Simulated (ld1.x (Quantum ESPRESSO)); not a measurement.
## Cutoff test, nickel (Ni), ultrasoft

Ni (Z = 28), ultrasoft, made with ld1.x (Quantum ESPRESSO) 7.5 (LDA (PZ), fully relativistic). Core [Ar], reference 3d8 4s2 4p0. Waves: 4s (bound): rcut 1.80, rcutus 2.00 bohr; 4s channel at 0.4 Ry: rcut 1.80, rcutus 2.00 bohr; 4p (bound, empty): rcut 2.80, rcutus 3.75 bohr; 4p channel at 1.25 Ry: rcut 2.80, rcutus 3.75 bohr; 3d (bound): rcut 0.85, rcutus 1.05 bohr; 3d channel at 2.05 Ry: rcut 0.85, rcutus 1.05 bohr. Local part: all-electron potential smoothed inside 1.80 bohr (lloc = -1). Core correction: none. Augmentation charge: PSQ, inside the norm-conserving radii.

Open shells are filled in proportion to 2j + 1 (rel_dist='average').

The pseudo-atom Hamiltonian at the reference potential is diagonalised in spherical Bessel functions j_l(qr) that vanish at 20 bohr, with q² up to the cutoff. All-electron valence levels (Ry): 4s -0.4311, 4p1/2 -0.1015, 4p3/2 -0.0973, 3d3/2 -0.6822, 3d5/2 -0.6645.

How do the lowest levels (Ry) of each channel move with the cutoff, and are there ghosts?

```tsv
cutoff (Ry)	s #1	p1/2 #1	p3/2 #1	d3/2 #1	d5/2 #1	d5/2 #2	f #1	Σ f·Δε (mRy)
8	-0.4300	-0.1015	-0.0973	0.0643	0.0643	0.1447	0.1143	5890.1
21	-0.4311	-0.1015	-0.0973	0.0632	0.0632	0.1379	0.1143	5879.1
45	-0.4311	-0.1015	-0.0973	-0.2347	-0.2226	0.0676	0.1143	3553.8
70	-0.4311	-0.1015	-0.0973	-0.6402	-0.6230	0.0662	0.1143	334.7
120	-0.4311	-0.1015	-0.0973	-0.6811	-0.6634	0.0661	0.1143	9.8
230	-0.4311	-0.1015	-0.0973	-0.6822	-0.6645	0.0661	0.1143	0.5
400	-0.4311	-0.1015	-0.0973	-0.6823	-0.6646	0.0661	0.1143	0.0
```

Result: no extra level below or beside the all-electron valence levels (s, p1/2, p3/2, d3/2, d5/2, f tested); 10 mRy is reached at 120 Ry and 1 mRy at 180 Ry.
